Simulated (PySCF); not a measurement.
Nonlinear optical response: SMILES CC(C)=C=C(C)C=O, C₇H₁₀O

Molfile (atoms numbered from 1):
```
C7H10O
     RDKit          3D

 18 17  0  0  0  0  0  0  0  0999 V2000
   -1.6880    1.3158   -1.2306 C   0  0  0  0  0  0  0  0  0  0  0  0
   -1.3967    0.1119   -0.3757 C   0  0  0  0  0  0  0  0  0  0  0  0
   -2.5771   -0.6568    0.1545 C   0  0  0  0  0  0  0  0  0  0  0  0
   -0.1660   -0.2567   -0.1108 C   0  0  0  0  0  0  0  0  0  0  0  0
    1.0741   -0.6082    0.1836 C   0  0  0  0  0  0  0  0  0  0  0  0
    1.9204   -1.5529   -0.6188 C   0  0  0  0  0  0  0  0  0  0  0  0
    1.6827   -0.0256    1.4022 C   0  0  0  0  0  0  0  0  0  0  0  0
    2.8052   -0.2730    1.7681 O   0  0  0  0  0  0  0  0  0  0  0  0
   -2.3033    2.0406   -0.6725 H   0  0  0  0  0  0  0  0  0  0  0  0
   -2.2656    1.0198   -2.1221 H   0  0  0  0  0  0  0  0  0  0  0  0
   -0.7699    1.8184   -1.5613 H   0  0  0  0  0  0  0  0  0  0  0  0
   -3.2221    0.0026    0.7583 H   0  0  0  0  0  0  0  0  0  0  0  0
   -3.1915   -1.0352   -0.6793 H   0  0  0  0  0  0  0  0  0  0  0  0
   -2.2694   -1.5083    0.7752 H   0  0  0  0  0  0  0  0  0  0  0  0
    2.8427   -1.0493   -0.9468 H   0  0  0  0  0  0  0  0  0  0  0  0
    1.3820   -1.9294   -1.4976 H   0  0  0  0  0  0  0  0  0  0  0  0
    2.2344   -2.4033    0.0059 H   0  0  0  0  0  0  0  0  0  0  0  0
    1.0171    0.6720    1.9702 H   0  0  0  0  0  0  0  0  0  0  0  0
  1  2  1  0
  2  3  1  0
  2  4  2  0
  4  5  2  0
  5  6  1  0
  5  7  1  0
  7  8  2  0
  1  9  1  0
  1 10  1  0
  1 11  1  0
  3 12  1  0
  3 13  1  0
  3 14  1  0
  6 15  1  0
  6 16  1  0
  6 17  1  0
  7 18  1  0
M  END
```

The calculation used PySCF 2.14.0, quadratic response CAM-B3LYP/aug-cc-pVDZ first hyperpolarisability, Taylor convention, gas phase. Geometry: PBE0-D3(BJ)/def2-SVP.

Give β for the processes computed.

In au, Taylor convention; the vector part is βᵢ = ⅓ Σⱼ (βᵢⱼⱼ + βⱼᵢⱼ + βⱼⱼᵢ); β∥ is 3/5 of the vector part along the dipole, the dipole points from − to +:
| process | λ (nm) | β vector norm | β∥ | β HRS | depolarisation ratio |
| --- | --- | --- | --- | --- | --- |
| static β(0;0,0) | ∞ | 134.7 | -17.4 | 61.8 | 3.76 |
| second harmonic β(−2ω;ω,ω) | 1907 | 141.8 | -14.1 | 65.5 | 3.77 |
| Pockels β(−ω;ω,0) | 1907 | 137.0 | -16.3 | – | – |
| second harmonic β(−2ω;ω,ω) | 1064 | 161.5 | -4.2 | 75.8 | 3.78 |
| Pockels β(−ω;ω,0) | 1064 | 142.3 | -13.8 | – | – |

Which lowest excitations, dipole and polarisabilities go with it?

S1 3.99 eV (f = 0.000); S2 5.03 eV (f = 0.000); S3 5.87 eV (f = 0.436); dipole 4.28 D; isotropic α 98.0 au static, 98.4 au at 1907 nm, 99.2 au at 1064 nm, 99.6 au at 953.5 nm, 103.4 au at 532 nm.
